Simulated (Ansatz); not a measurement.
## Molecular dynamics of Ba₁₆H

Input:

```yaml
accuracy: low
crystal:
  lattice:
    - [10.04, 0.0, 0.0]
    - [0.0, 10.04, 0.0]
    - [0.0, 0.0, 10.04]
  atoms:
    - { symbol: Ba, position: [0.02963193, 0.01031255, 0.01948187] }
    - { symbol: Ba, position: [0.47727312, -0.00153848, 0.00018051] }
    - { symbol: Ba, position: [-0.00096219, 0.52099284, -0.00106579] }
    - { symbol: Ba, position: [-0.01323022, 0.04056995, 0.49518735] }
    - { symbol: Ba, position: [0.25332939, 0.27516291, 0.23075386] }
    - { symbol: Ba, position: [0.49100308, 0.52662869, -0.00638194] }
    - { symbol: Ba, position: [0.48675012, -0.02771617, 0.49761766] }
    - { symbol: Ba, position: [0.73743205, 0.22806922, 0.27995193] }
    - { symbol: Ba, position: [-0.01874253, 0.46976183, 0.47597132] }
    - { symbol: Ba, position: [0.23097058, 0.75441765, 0.26228879] }
    - { symbol: Ba, position: [0.26190369, 0.23401512, 0.75119873] }
    - { symbol: Ba, position: [0.47138754, 0.49396883, 0.5184833] }
    - { symbol: Ba, position: [0.77565664, 0.70933963, 0.2565508] }
    - { symbol: Ba, position: [0.77674639, 0.27380926, 0.7441734] }
    - { symbol: Ba, position: [0.24324138, 0.7529217, 0.75143812] }
    - { symbol: Ba, position: [0.8031196, 0.74414014, 0.71898685] }
    - { symbol: H, position: [0.85507742, 0.24993502, 0.51256547] }
basis:
  ecutwfc: 420.0
kpoints:
  mp_grid: { grid: [2, 2, 2] }
hamiltonian:
  xc: pbe
  dispersion: d3bj
scf:
  occupations: { method: fermi_dirac, width: 0.15 }
  lower_state_search: "off"
md:
  timestep: 0.75
  n_steps: 230
  ensemble: nve
  temperature: 840.0
  initial_velocities: maxwell_boltzmann
  seed: 519436
```

Launched with:

```bash
$ ansatz run input.yaml --threads 4 --pin off --max-ram 10240MiB --backend cpu --events-out ev --progress --plain --runs-dir out
```

It goes on from the last frame of an earlier run, with new velocities.

Output, in part (step lines):

```
md step     0: t =     0.00 fs  T =   840.0 K  F+E_penalty+E_count = -95212.18073368 eV  E_kin = 1.737254 eV  conserved = -95210.44347929 eV  (8 SCF iters)
[... lines left out ...]
```

The steps, from the saved trajectory:

```
time (fs)  T (K)  potential energy less start (eV)  conserved less start (meV/atom)
        0    840                             0.000                             0.00
     5.25    820                             0.042                             0.01
     10.5    796                             0.090                             0.02
    15.75    792                             0.100                             0.01
       21    791                             0.102                             0.02
    26.25    806                             0.070                             0.00
     31.5    791                             0.102                             0.01
    36.75    768                             0.150                             0.02
       42    786                             0.111                             0.00
    47.25    783                             0.118                             0.01
     52.5    762                             0.161                             0.02
    57.75    769                             0.146                             0.01
       63    771                             0.144                             0.01
    68.25    772                             0.140                             0.00
     73.5    748                             0.191                             0.02
    78.75    749                             0.188                             0.01
       84    766                             0.154                             0.01
    89.25    766                             0.153                             0.01
     94.5    738                             0.210                             0.01
    99.75    722                             0.245                             0.02
      105    732                             0.223                             0.01
   110.25    744                             0.198                             0.01
    115.5    735                             0.217                             0.01
   120.75    703                             0.284                             0.02
      126    689                             0.313                             0.01
   131.25    685                             0.321                             0.01
    136.5    680                             0.330                             0.01
   141.75    675                             0.341                             0.01
      147    659                             0.375                             0.01
   152.25    633                             0.429                             0.01
    157.5    608                             0.480                             0.02
   162.75    594                             0.509                             0.01
      168    584                             0.530                             0.01
```

All steps were run. The conserved energy stayed within 0.02 meV per atom of its start (net change 0.014 meV per atom), so the integration is sound. A run of 0.17 ps of so small a system gives no equilibrium averages. Limits of this set-up: coarse k mesh, odd electron count without spin, a small cell, in which the defect meets its images, a typed lattice constant that wasn't relaxed here, low accuracy level.

Mean squared displacements from the first frame to the last, about the centre of mass: Ba 0.32 Å², H 0.19 Å².

Last frame:

```xyz
17
Lattice="10.0400 0.0000 0.0000 0.0000 10.0400 0.0000 0.0000 0.0000 10.0400" Properties=species:S:1:pos:R:3
Ba -0.187 0.321 0.200
Ba 5.241 0.242 -0.457
Ba 0.002 4.758 0.061
Ba -0.074 -0.022 4.708
Ba 2.704 2.418 2.674
Ba 4.975 5.002 -0.271
Ba 4.945 -0.506 5.214
Ba 7.081 2.152 2.710
Ba 0.491 4.966 5.412
Ba 2.396 7.630 2.623
Ba 2.512 2.332 7.209
Ba 5.041 5.203 4.913
Ba 7.320 7.415 2.506
Ba 7.345 2.673 6.865
Ba 2.529 7.536 8.118
Ba 7.975 8.168 7.706
H 8.826 2.749 4.866
```

The run took 32 min on 4 threads of Intel(R) Xeon(R) Platinum 8488C (Sapphire Rapids), on a shared host, peak memory 3.7 GiB.
